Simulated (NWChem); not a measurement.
System: MoNH₂O₂F; SMILES [NH2][Mo](=[O])(=[O])[F]

Parts of the log:

```
             Northwest Computational Chemistry Package (NWChem) 7.3.0
             --------------------------------------------------------

 CS  symmetry detected

                             Geometry "geometry" -> ""
                             -------------------------

 Output coordinates in angstroms (scale by  1.889725989 to convert to a.u.)

  No.       Tag          Charge          X              Y              Z
 ---- ---------------- ---------- -------------- -------------- --------------
    1 Mo                  42.0000     0.06344469    -0.02008077     0.00000000
    2 O                    8.0000     1.00481684     0.12948133     1.37430237
    3 O                    8.0000     1.00481684     0.12948133    -1.37430237
    4 F                    9.0000    -0.80913691    -1.65367726     0.00000000
    5 N                    7.0000    -1.20753754     1.40790333     0.00000000
    6 H                    1.0000    -1.50337573     1.89973157     0.84037590
    7 H                    1.0000    -1.50337573     1.89973157    -0.84037590

 Effective nuclear repulsion energy (a.u.)     504.0112988806

      Symmetry information
      --------------------

 Group name             Cs
 Group number              2
 Group order               2
 No. of unique centers     5

                                 NWChem DFT Module
                                 -----------------

 Summary of "ao basis" -> "ao basis" (spherical)
 ------------------------------------------------------------------------------
       Tag                 Description            Shells   Functions and Types
 ---------------- ------------------------------  ------  ---------------------
 Mo                         def2-svp                11       31   5s3p2d1f
 O                          def2-svp                 6       14   3s2p1d
 F                          def2-svp                 6       14   3s2p1d
 N                          def2-svp                 6       14   3s2p1d
 H                          def2-svp                 3        5   2s1p

      Symmetry analysis of basis
      --------------------------

        a'         60
        a"         37

            General Information
            -------------------
          SCF calculation type: DFT
          Wavefunction type:  closed shell.
          No. of atoms     :     7
          No. of electrons :    48
           Alpha electrons :    24
            Beta electrons :    24
          Charge           :     0
          Spin multiplicity:     1
          Use of symmetry is: on ; symmetry adaption is: on
          Maximum number of iterations: 150
          AO basis - number of functions:    97
                     number of shells:    41
          Convergence on energy requested:  1.00D-06
          Convergence on density requested:  1.00D-05
          Convergence on gradient requested:  5.00D-04

              XC Information
              --------------
                         MN15 Method XC Functional
                     Hartree-Fock (Exact) Exchange  0.440
                          MN15 Exchange Functional  1.000
                        MN15 Correlation Potential  1.000

             Grid Information
             ----------------
          Grid used for XC integration:  fine
          Radial quadrature: Mura-Knowles
          Angular quadrature: Lebedev.
          Tag              B.-S. Rad. Rad. Pts. Rad. Cut. Ang. Pts.
          ---              ---------- --------- --------- ---------
          Mo                  1.45      141          10.0       974
          O                   0.60       70          10.0       590
          F                   0.50       70          10.0       590
          N                   0.65       70           8.0       590
          H                   0.35       60          11.0       590
          Grid pruning is: on
          Number of quadrature shells:   411
          Spatial weights used:  Erf1

      Superposition of Atomic Density Guess
      -------------------------------------

 Sum of atomic energies:        -381.20954665

      Non-variational initial energy
      ------------------------------

 Total energy =    -371.695156
 1-e energy   =    -980.803684
 2-e energy   =     384.427560
 HOMO         =      -0.378711
 LUMO         =      -0.031349

      Symmetry analysis of molecular orbitals - initial
      -------------------------------------------------

  Numbering of irreducible representations:

     1 a'          2 a"

  Orbital symmetries:

     1 a'          2 a'          3 a"          4 a'          5 a'
     6 a"          7 a'          8 a'          9 a'         10 a'
    11 a'         12 a"         13 a'         14 a"         15 a'
    16 a"         17 a'         18 a'         19 a"         20 a"
    21 a'         22 a'         23 a"         24 a'         25 a"
    26 a'         27 a'         28 a'         29 a"         30 a'
    31 a'         32 a'         33 a"         34 a'

     ---------------------------------------------
      Total Density - Mulliken Population Analysis
     ---------------------------------------------

    Atom       Charge   Shell Charges
 -----------   ------   -------------------------------------------------------
    1 Mo  14    10.86  -0.39  1.55  0.88  0.18  0.04  5.96  0.24  0.09  1.93  0.29  0.10
    2 O    8     9.09   1.99  1.16  0.76  3.18  2.00  0.01
    3 O    8     9.09   1.99  1.16  0.76  3.18  2.00  0.01
    4 F    9     9.66   1.99  1.15  0.81  3.54  2.17  0.00
    5 N    7     7.84   1.99  1.03  0.49  2.58  1.74  0.00
    6 H    1     0.73   0.58  0.11  0.04
    7 H    1     0.73   0.58  0.11  0.04

   convergence    iter        energy       DeltaE   RMS-Dens  Diis-err
 ---------------- ----- ----------------- --------- --------- ---------
 d= 0,ls=0.0,diis     1   -373.3878115971 -5.98D+02  4.74D-02  4.70D+00
 d= 0,ls=0.0,diis     2   -367.6288424868  5.76D+00  3.73D-02  5.77D+01
 d= 0,ls=0.0,diis     3   -373.8444581052 -6.22D+00  7.01D-03  8.57D-01
 d= 0,ls=0.0,diis     4   -373.8959169977 -5.15D-02  2.58D-03  3.29D-01
 d= 0,ls=0.0,diis     5   -373.9260341368 -3.01D-02  3.95D-04  3.60D-03
  Resetting Diis
 d= 0,ls=0.0,diis     6   -373.9264078832 -3.74D-04  1.19D-04  4.01D-04
 d= 0,ls=0.0,diis     7   -373.9264424459 -3.46D-05  8.25D-05  3.71D-05
 d= 0,ls=0.0,diis     8   -373.9264351318  7.31D-06  5.21D-05  1.21D-04
 d= 0,ls=0.0,diis     9   -373.9264460894 -1.10D-05  8.57D-06  2.37D-06
 d= 0,ls=0.0,diis    10   -373.9264462889 -1.99D-07  4.36D-06  2.48D-07

         Total DFT energy =     -373.926446288876
      One electron energy =     -984.775740989009
           Coulomb energy =      428.737045229417
    Exchange-Corr. energy =      -42.568718396546
 Nuclear repulsion energy =      224.680967867261

 Numeric. integr. density =       48.000000077338

                  Occupations of the irreducible representations
                  ----------------------------------------------

                     irrep           alpha         beta
                     --------     --------     --------
                     a'               16.0         16.0
                     a"                8.0          8.0

                       DFT Final Molecular Orbital Analysis
                       ------------------------------------

 Vector   22  Occ=2.000000D+00  E=-4.018699D-01  Symmetry=a'
              MO Center=  6.5D-01,  7.3D-02, -5.0D-13, r^2= 3.0D+00
   Bfn.  Coefficient  Atom+Function         Bfn.  Coefficient  Atom+Function
  ----- ------------  ---------------      ----- ------------  ---------------
    36      0.333219  2 O  py                50      0.333219  3 O  py
     7     -0.246753  1 Mo py                39      0.223458  2 O  py
    53      0.223458  3 O  py                64      0.200783  4 F  py
    37     -0.197062  2 O  pz                51      0.197062  3 O  pz
    10      0.169018  1 Mo py                67     -0.138925  4 F  py

 Vector   23  Occ=2.000000D+00  E=-3.720113D-01  Symmetry=a"
              MO Center=  9.8D-01,  1.3D-01, -1.1D-12, r^2= 2.5D+00
   Bfn.  Coefficient  Atom+Function         Bfn.  Coefficient  Atom+Function
  ----- ------------  ---------------      ----- ------------  ---------------
    35      0.444075  2 O  px                49     -0.444075  3 O  px
    38      0.307863  2 O  px                52     -0.307863  3 O  px
     8      0.189384  1 Mo pz                37     -0.107475  2 O  pz
    51     -0.107475  3 O  pz                11     -0.095410  1 Mo pz
    40     -0.088271  2 O  pz                54     -0.088271  3 O  pz

 Vector   24  Occ=2.000000D+00  E=-3.542828D-01  Symmetry=a'
              MO Center= -6.7D-01,  9.7D-01,  1.4D-12, r^2= 2.6D+00
   Bfn.  Coefficient  Atom+Function         Bfn.  Coefficient  Atom+Function
  ----- ------------  ---------------      ----- ------------  ---------------
    77      0.390005  5 N  px                80     -0.321745  5 N  px
    78      0.318035  5 N  py                81     -0.248585  5 N  py
    37      0.181801  2 O  pz                51     -0.181801  3 O  pz
     6      0.162394  1 Mo px                36      0.128157  2 O  py
    50      0.128157  3 O  py                40      0.122201  2 O  pz

 Vector   25  Occ=0.000000D+00  E=-6.137598D-02  Symmetry=a"
              MO Center=  2.5D-01,  1.0D-01,  7.8D-13, r^2= 2.0D+00
   Bfn.  Coefficient  Atom+Function         Bfn.  Coefficient  Atom+Function
  ----- ------------  ---------------      ----- ------------  ---------------
    16      0.804156  1 Mo d -1              36     -0.289534  2 O  py
    50      0.289534  3 O  py                39     -0.255983  2 O  py
    53      0.255983  3 O  py                18      0.195462  1 Mo d  1
    89     -0.159344  6 H  s                 94      0.159344  7 H  s
    65     -0.113803  4 F  pz                88     -0.110725  6 H  s

 Vector   26  Occ=0.000000D+00  E=-5.986470D-02  Symmetry=a'
              MO Center= -7.4D-02,  1.0D-01, -1.3D-12, r^2= 2.0D+00
   Bfn.  Coefficient  Atom+Function         Bfn.  Coefficient  Atom+Function
  ----- ------------  ---------------      ----- ------------  ---------------
    19      0.790847  1 Mo d  2              80      0.239706  5 N  px
    77     -0.230469  5 N  px                17     -0.203585  1 Mo d  0
    15      0.192703  1 Mo d -2              63     -0.186337  4 F  px
    37      0.163223  2 O  pz                51     -0.163223  3 O  pz
     6      0.150394  1 Mo px                66      0.146978  4 F  px

 Vector   27  Occ=0.000000D+00  E=-1.163744D-02  Symmetry=a'
              MO Center=  9.1D-02,  4.9D-02,  6.6D-13, r^2= 2.2D+00
   Bfn.  Coefficient  Atom+Function         Bfn.  Coefficient  Atom+Function
  ----- ------------  ---------------      ----- ------------  ---------------
    15      0.810641  1 Mo d -2              76      0.399911  5 N  s
    20      0.229180  1 Mo d -2              19     -0.227591  1 Mo d  2
    64      0.214926  4 F  py                36     -0.211654  2 O  py
    39     -0.212153  2 O  py                50     -0.211654  3 O  py
    53     -0.212153  3 O  py                62     -0.194541  4 F  s

     ---------------------------------------------
      Total Density - Mulliken Population Analysis
     ---------------------------------------------

    Atom       Charge   Shell Charges
 -----------   ------   -------------------------------------------------------
    1 Mo  14    12.98  -0.40  1.63  0.83  0.22  0.01  5.99  0.59  0.12  3.36  0.52  0.12
    2 O    8     8.32   1.99  1.11  0.78  2.79  1.64  0.01
    3 O    8     8.32   1.99  1.11  0.78  2.79  1.64  0.01
    4 F    9     9.34   1.99  1.09  0.86  3.37  2.04  0.00
    5 N    7     7.38   1.98  0.96  0.47  2.48  1.47  0.01
    6 H    1     0.83   0.69  0.09  0.04
    7 H    1     0.83   0.69  0.09  0.04

     -------------------------------------------
      Total Density - Lowdin Population Analysis
     -------------------------------------------

    Atom       Charge   Shell Charges
 -----------   ------   -------------------------------------------------------
    1 Mo  14    13.72   0.00  0.98  0.91  0.30  0.11  5.61  0.98  0.29  3.10  1.26  0.19
    2 O    8     8.12   1.97  0.96  0.67  2.67  1.82  0.02
    3 O    8     8.12   1.97  0.96  0.67  2.67  1.82  0.02
    4 F    9     9.16   1.97  1.00  0.77  3.25  2.16  0.01
    5 N    7     7.10   1.97  0.70  0.43  2.28  1.70  0.02
    6 H    1     0.89   0.58  0.19  0.12
    7 H    1     0.89   0.58  0.19  0.12

     Multipole analysis of the density
     ---------------------------------

     L   x y z        total         alpha         beta         nuclear
     -   - - -        -----         -----         ----         -------
     0   0 0 0      0.000000    -24.000000    -24.000000     48.000000

     1   1 0 0     -1.150713      1.103146      1.103146     -3.357006
     1   0 1 0      1.056727     -0.002897     -0.002897      1.062520
     1   0 0 1     -0.000000     -0.000000     -0.000000      0.000000

     2   2 0 0    -33.075389    -82.299722    -82.299722    131.524055
     2   1 1 0     -4.581434      3.970051      3.970051    -12.521536
     2   1 0 1      0.000000      0.000000      0.000000      0.000000
     2   0 2 0    -30.476873    -97.335474    -97.335474    164.194076
     2   0 1 1      0.000000      0.000000      0.000000      0.000000
     2   0 0 2    -34.257957    -73.608531    -73.608531    112.959105

            General Information
            -------------------
          SCF calculation type: DFT
          Wavefunction type:  closed shell.
          No. of atoms     :     7
          No. of electrons :    48
           Alpha electrons :    24
            Beta electrons :    24
          Charge           :     0
          Spin multiplicity:     1
          Use of symmetry is: on ; symmetry adaption is: on
          Maximum number of iterations: 150
          AO basis - number of functions:    97
                     number of shells:    41
          Convergence on energy requested:  1.00D-06
          Convergence on density requested:  1.00D-05
          Convergence on gradient requested:  5.00D-04

              XC Information
              --------------
                         MN15 Method XC Functional
                     Hartree-Fock (Exact) Exchange  0.440
                          MN15 Exchange Functional  1.000
                        MN15 Correlation Potential  1.000

             Grid Information
             ----------------
          Grid used for XC integration:  fine
          Radial quadrature: Mura-Knowles
          Angular quadrature: Lebedev.
          Tag              B.-S. Rad. Rad. Pts. Rad. Cut. Ang. Pts.
          ---              ---------- --------- --------- ---------
          Mo                  1.45      141          10.0       974
          O                   0.60       70          10.0       590
          F                   0.50       70          10.0       590
          N                   0.65       70           8.0       590
          H                   0.35       60          11.0       590
          Grid pruning is: on
          Number of quadrature shells:   411
          Spatial weights used:  Erf1

[...]

                         DFT ENERGY GRADIENTS

    atom               coordinates                        gradient
                 x          y          z           x          y          z
   1 Mo      0.119893  -0.037947   0.000000    0.000512   0.001999   0.000000
   2 O       1.898829   0.244684   2.597055    0.000237  -0.000146   0.000199
   3 O       1.898829   0.244684  -2.597055    0.000237  -0.000146  -0.000199
   4 F      -1.529047  -3.124997   0.000000   -0.000818  -0.001473   0.000000
   5 N      -2.281915   2.660552   0.000000   -0.001757   0.001933   0.000000
   6 H      -2.840968   3.589972   1.588080    0.000794  -0.001084  -0.002045
   7 H      -2.840968   3.589972  -1.588080    0.000794  -0.001084   0.002045
```

Level: MN15/def2-SVP with def2 effective core potentials on Mo. Coordinates come from a PBE0/def2-SVP optimisation. def2 effective core potentials on Mo; no spin-orbit coupling.

Problem. Which NWChem input produces such a log?

Solution. Several could match; the one computed here: the input that was run:
```
start job
memory heap 200 mb stack 900 mb global 1100 mb
geometry units angstroms noautoz
  Mo     0.047354    -0.018782     0.000349
  O      0.973637     0.161714     1.381176
  O      0.992784     0.162274    -1.367362
  F     -0.770413    -1.680485    -0.005684
  N     -1.270370     1.366158    -0.008544
  H     -1.588241     1.847692     0.829745
  H     -1.576537     1.848066    -0.850966
end
basis spherical
  * library def2-svp
end
ecp
  Mo library def2-ecp
end
dft
  xc mn15
  grid fine
  iterations 150
  mulliken
end
task dft gradient
```
